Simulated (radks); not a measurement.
Values are calculated unless marked as measured or tabulated.
Dipole-allowed excitations along the series with 78 electrons in [Xe] 4f14 5d10. Code: a radial shooting solver on a logarithmic mesh with Libxc functionals. Model: scalar-relativistic Kohn-Sham, LDA (Slater exchange, Perdew-Wang correlation), spin-unpolarised, spherical densities, finite nucleus; Fermi nuclear charge, rms radius of each element as measured or else 0.836 A^(1/3) + 0.57 fm. Time-dependent linear response with the Hartree and adiabatic LDA kernel, continuum included through the Sternheimer equations, no spin-orbit coupling, so fine structure and intercombination lines are absent. Lines are the poles of the dipole polarisability below minus the highest occupied eigenvalue, found on a grid refined at the orbital gaps; the lowest seven at most are given, and weak or close lines can be missed. The first line takes the name of the lowest orbital gap if no other gap lies below it; otherwise a line is named after a gap within 0.6 % of it, if that gap stands alone.

| species | -e(HOMO) (eV) | lowest orbital gap (eV) | first line (eV) | f | strongest line (eV) | its f | static alpha (bohr^3) |
|---|---|---|---|---|---|---|---|
| Tl3+ | 44.603 | 5d-6p 19.864 | 20.789 (5d-6p) | 0.994 | 35.711 (unassigned) | 1.37 | 5.379 |
| Pb4+ | 61.942 | 5d-6p 26.201 | 27.201 (5d-6p) | 1.08 | 46.223 (unassigned) | 2.48 | 3.849 |
| Bi5+ | 80.932 | 5d-6p 32.981 | 34.042 (5d-6p) | 1.13 | 55.633 (unassigned) | 2.94 | 2.907 |
